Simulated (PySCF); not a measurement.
## Spinor energies of Gd³⁷⁺ (gadolinium, charge +37)

Start: [Ar] 3d9; 3d3/2 filled at m_j = -3/2, -1/2, +1/2, +3/2; 3d5/2 filled at m_j = -3/2, -1/2, +1/2, +3/2, +5/2. Calculated with PySCF 2.14 in an uncontracted even-tempered set (16 s from 7.3 bohr⁻², ratio 2.8; 13 p from 9.5 bohr⁻², ratio 2.8; 8 d from 9.5 bohr⁻², ratio 2.8; 3 f from 37 bohr⁻², ratio 3): generalised Hartree-Fock with the X2C-1e Hamiltonian and a Gaussian nucleus; one run each with spin-orbit coupling (SO) switched off, then screened by Boettger's factors.

| spinor shell | electrons | ε, spin-free (eV) | ε, screened SO (eV) | weight of nominal j (screened SO) | rms radius, screened SO (bohr) |
| --- | --- | --- | --- | --- | --- |
| 1s1/2 | 2 | -52143.4 | -52133.9 | 1.000 | 0.0249 |
| 2s1/2 | 2 | -10058.9 | -10055.8 | 1.000 | 0.101 |
| 2p1/2 | 2 | -9129.5 | -9624.4 | 1.000 | 0.0861 |
| 2p3/2 | 4 | -9129.5 | -8917.0 | 1.000 | 0.0924 |
| 3s1/2 | 2 | -3408.4 | -3407.5 | 1.000 | 0.254 |
| 3p1/2 | 2 | -3112.5 | -3224.5 | 0.999 | 0.245 |
| 3p3/2 | 4 | -3112.5 | -3063.7 | 1.000 | 0.258 |
| 3d3/2 | 4 | -2744.2 | -2764.9 | 0.992 | 0.227 |
| 3d5/2 | 5 | -2744.2 | -2729.5 | 0.994 | 0.231 |

```json
{"quantity": "E (hartree)", "spin-free": "-10402.04204", "screened SO": "-10409.61601"}
{"quantity": "M_J", "spin-free": "5/2", "screened SO": "5/2"}
{"quantity": "⟨J²⟩", "spin-free": "8.750", "screened SO": "8.750"}
{"quantity": "⟨L²⟩", "spin-free": "6.000", "screened SO": "6.032"}
{"quantity": "⟨S²⟩", "spin-free": "0.750", "screened SO": "0.782"}
```

Each row is a mean over spinors that exchange with the open shell spreads, by up to 22.883 eV (3p3/2).

Breit and QED terms are absent; they matter most for the inner s and p1/2 levels.

Densities and radii are taken from the X2C orbitals without a picture-change correction, which distorts them close to the nucleus.

Without spin-orbit coupling the j labels of p, d and f shells carry no meaning; the spin-free column gives the mean over the occupied spinors of each nl shell.
